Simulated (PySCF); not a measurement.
Level of theory: PBE-D3(BJ)/def2-TZVP // B3LYP-D3(BJ)/def2-TZVP (PySCF 2.14.0). All species are isolated molecules in the gas phase. One relaxed conformer stands for a flexible species; it need not be the lowest. Delta-SCF ions had no search for a lower state. Excitations are Tamm–Dancoff values on a coarser integration grid. The basis has no diffuse functions, so Rydberg states are missing or too high.

Reference species (SMILES): `N=C=[SiH]N` (neutral, multiplicity 1).

| Item | Value |
|---|---|
| LUMO | -2.30 eV |
| HOMO | -4.71 eV |
| S1–T1 gap (TDA) | 1.15 eV |
| vertical ionisation energy (Delta-SCF) | 7.62 eV |

Changed species: `[H]/N=[SiH]/N=C` (C–N–Si–N torsion 59°).

Give the shifts of the LUMO, HOMO, S1–T1 gap (TDA) and vertical ionisation energy (Delta-SCF).

the LUMO falls by 0.50 eV, to -2.80 eV; the HOMO falls by 1.18 eV, to -5.89 eV; the S1–T1 gap (TDA) drops by 0.74 eV, to 0.41 eV; the vertical ionisation energy (Delta-SCF) increases by 1.32 eV, to 8.94 eV.
